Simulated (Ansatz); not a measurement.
Reaction (cleavage of the Ge–Si bond): `[F][Ge]([F])([F])[SiH3]` + NH₃ → `[NH2][Ge]([F])([F])[F]` + SiH₄

Computed with Ansatz on PBE0-D4/def2-TZVP structures; ΔE is electronic, products minus reactants. CCSD(T)/CBS adds triple-zeta CCSD(T) − MP2 to the extrapolated MP2 energy (def2 sets, frozen cores). This one scheme is used for every species. Functionals use def2-TZVPP. For Ge outer-core shells are correlated without core-valence functions, which leaves a few kJ/mol of doubt a bond. Scalar relativity is left out up to krypton. One conformer a species, not always the lowest.

| level | ΔE (kcal/mol) |
| --- | --- |
| r2SCAN-D4 | 1.7 |
| CAM-B3LYP-D4 | 0.7 |
| revPBE | 5.2 |
| BHLYP | -0.5 |

Problem. What does CCSD(T)/CBS give? (Estimate.)

Solution. Ansatz gave: +0.7 kcal/mol. The listed levels differ from it by 1.0, 0.0, 4.5, -1.2 kcal/mol.

Problem. What do rigid-rotor, harmonic-oscillator terms from PBE0-D4/def2-TZVP frequencies (298.15 K, 1 bar) make of the CCSD(T)/CBS value? (Best estimate.)

Solution. Computed: ΔZPE = -1.6 kcal/mol, ΔH = -1.4 kcal/mol, ΔS = -5 J/(mol·K), ΔG = -1.0 kcal/mol.

Largest T1 diagnostic among the species: 0.013.

In def2-TZVPP, CCSD(T) changes the Hartree–Fock value by +3.2 kcal/mol (the triples alone add +0.4 kcal/mol) and MP2 by +2.4 kcal/mol. From BLYP to BHLYP (50 % exact exchange), in def2-TZVPP and without D4, ΔE moves by −4.4 kcal/mol. At CCSD(T), def2-SVP lies −4.8 kcal/mol from the extrapolated value and def2-TZVPP −2.0 kcal/mol.
